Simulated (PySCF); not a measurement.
# First hyperpolarisability: SMILES C[Se]C=C=CC(F)(F)F, C$_{5}$H$_{5}$F$_{3}$Se

Molfile (atoms numbered from 1):
```
C5H5F3Se
     RDKit          3D

 14 13  0  0  0  0  0  0  0  0999 V2000
    1.6762    0.6861   -1.3817 C   0  0  0  0  0  0  0  0  0  0  0  0
    2.3738   -1.0489   -0.8824 Se  0  0  0  0  0  2  0  0  0  0  0  0
    0.8392   -1.6939    0.0213 C   0  0  0  0  0  0  0  0  0  0  0  0
   -0.2868   -1.0442    0.1479 C   0  0  0  0  0  0  0  0  0  0  0  0
   -1.3856   -0.3418    0.2720 C   0  0  0  0  0  0  0  0  0  0  0  0
   -1.6023    0.6304    1.3920 C   0  0  0  0  0  0  0  0  0  0  0  0
   -1.6065    1.8901    0.9319 F   0  0  0  0  0  0  0  0  0  0  0  0
   -0.6601    0.5493    2.3263 F   0  0  0  0  0  0  0  0  0  0  0  0
   -2.7862    0.4289    1.9792 F   0  0  0  0  0  0  0  0  0  0  0  0
    1.3317    1.2260   -0.4893 H   0  0  0  0  0  0  0  0  0  0  0  0
    0.8504    0.5765   -2.0969 H   0  0  0  0  0  0  0  0  0  0  0  0
    2.5035    1.2342   -1.8513 H   0  0  0  0  0  0  0  0  0  0  0  0
    0.9679   -2.6882    0.4632 H   0  0  0  0  0  0  0  0  0  0  0  0
   -2.2093   -0.4075   -0.4489 H   0  0  0  0  0  0  0  0  0  0  0  0
  1  2  1  0
  2  3  1  0
  3  4  2  0
  4  5  2  0
  5  6  1  0
  6  7  1  0
  6  8  1  0
  6  9  1  0
  1 10  1  0
  1 11  1  0
  1 12  1  0
  3 13  1  0
  5 14  1  0
M  END
```

Theory: quadratic response CAM-B3LYP/aug-cc-pVDZ first hyperpolarisability, Taylor convention, gas phase in PySCF 2.14.0. Geometry: PBE0-D3(BJ)/def2-SVP.

The calculation is non-relativistic, which matters for the atoms heavier than Zn.

Q: Give β for the processes computed.

A: In 10⁻³⁰ esu, Taylor convention; the vector part is βᵢ = ⅓ Σⱼ (βᵢⱼⱼ + βⱼᵢⱼ + βⱼⱼᵢ); β∥ is 3/5 of the vector part along the dipole, the dipole points from − to +:
```
                   process  λ (nm)  β vector norm     β∥  β HRS  depolarisation ratio
           static β(0;0,0)       ∞           2.44  -0.97   1.01                  4.96
second harmonic β(−2ω;ω,ω)    1907           2.52  -0.98   1.06                  4.74
         Pockels β(−ω;ω,0)    1907           2.46  -0.97      –                     –
second harmonic β(−2ω;ω,ω)    1064           2.70  -1.01   1.18                  4.25
         Pockels β(−ω;ω,0)    1064           2.52  -0.99      –                     –
```

Q: Which lowest excitations, dipole and polarisabilities go with it?

A: S1 4.10 eV (f = 0.001); S2 4.93 eV (f = 0.001); S3 5.51 eV (f = 0.112); dipole 2.15 D; isotropic α 95.7 au static, 96.1 au at 1907 nm, 96.9 au at 1064 nm, 97.2 au at 953.5 nm, 100.9 au at 532 nm.
